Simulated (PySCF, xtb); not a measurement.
Cl3Si, SMILES [Si](Cl)(Cl)Cl (connectivity only; charge and spin as stated), charge +1, multiplicity 1.

Harmonic wavenumbers (cm⁻¹) from GFN2-xTB run with xtb 6.7.1 at its own minimum, in rising order: 138, 138, 244, 447, 695, 695.

### Question
What does PySCF 2.14.0 with B3LYP-D3(BJ)/def2-SVP give at its own minimum? (An estimate is asked for; the answer gives what the named calculation found.)

### Answer
180, 180, 231, 448, 741, 741. Paired by order, the mean absolute difference is 32 cm⁻¹ and the zero-point energies are 3.4 and 3.6 kcal/mol.
